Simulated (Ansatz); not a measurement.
Relaxation of F2H8O2SiW (14 atoms, charge 0, multiplicity 1), to a largest force component of 0.03 eV/Å in at most 50 steps.

The calculation used Ansatz, RKS PBE/def2-SVP.

```xyz
14
Properties=species:S:1:pos:R:3:forces:R:3
W 0.275 0.254 -0.119 0.73 -0.01 0.83
O -1.044 0.484 2.716 0.59 0.42 -0.28
H -1.447 1.250 2.241 0.21 -0.26 0.19
H 1.702 -0.002 -1.009 -0.10 0.03 0.10
F -0.922 1.773 0.141 -0.02 0.03 0.00
H -0.421 -1.191 0.393 0.03 0.04 -0.01
H 0.976 -1.285 -0.553 -0.04 0.11 -0.01
F -0.407 0.238 -1.848 -0.04 -0.01 0.05
O 1.499 0.604 1.302 -0.60 -0.21 -0.86
Si 3.151 0.925 1.637 0.07 0.00 0.03
H 3.912 -0.362 1.542 -0.01 0.00 0.01
H 3.650 1.923 0.636 0.00 0.01 0.00
H 3.210 1.486 3.025 -0.01 0.00 0.00
H -0.099 0.772 2.825 -0.80 -0.15 -0.04
```

**Question.** Where does it end, and by what steps?

**Answer.** It converged. After 22 steps the energy has fallen by 0.649 eV; F8 moved furthest, 1.50 Å. Joined: W1–O2 (3.13 → 2.36 Å).

| step | energy less start (eV) | largest force component (eV/Å) | accepted |
| --- | --- | --- | --- |
| 0 | 0.0000 | 0.865 | yes |
| 1 | -0.0208 | 1.626 | yes |
| 2 | -0.0811 | 1.442 | yes |
| 3 | -0.1304 | 1.267 | yes |
| 4 | -0.2625 | 0.983 | yes |
| 5 | -0.3899 | 0.749 | yes |
| 6 | -0.4576 | 0.701 | yes |
| 7 | -0.5126 | 0.976 | yes |
| 8 | -0.5460 | 0.565 | yes |
| 9 | -0.5727 | 0.291 | yes |
| 10 | -0.6047 | 0.538 | yes |
| 11 | -0.6161 | 0.694 | yes |
| 12 | -0.6360 | 0.134 | yes |
| 13 | -0.6397 | 0.113 | yes |
| 14 | -0.6423 | 0.073 | yes |
| 15 | -0.6444 | 0.128 | yes |
| 16 | -0.6458 | 0.162 | yes |
| 17 | -0.6469 | 0.142 | yes |
| 18 | -0.6476 | 0.104 | yes |
| 19 | -0.6481 | 0.083 | yes |
| 20 | -0.6484 | 0.074 | yes |
| 21 | -0.6486 | 0.046 | yes |
| 22 | -0.6486 | 0.019 | yes |

```xyz
14
Properties=species:S:1:pos:R:3
W 0.244 0.279 0.051
O -1.106 0.507 1.978
H -1.283 1.467 1.834
H 0.986 0.645 -1.432
F -0.588 2.087 0.095
H 0.408 -1.327 0.650
H 1.075 -0.996 -0.729
F -1.281 -0.374 -0.795
O 1.787 0.709 0.995
Si 3.334 0.839 1.697
H 3.973 -0.516 1.714
H 4.132 1.808 0.882
H 3.145 1.349 3.096
H -0.790 0.393 2.893
```

Whether the end is a true minimum wasn't checked by a vibrational analysis.

Run time: 64 s on 4 threads of Arm Neoverse V2, on a shared host, peak memory 0.22 GiB.
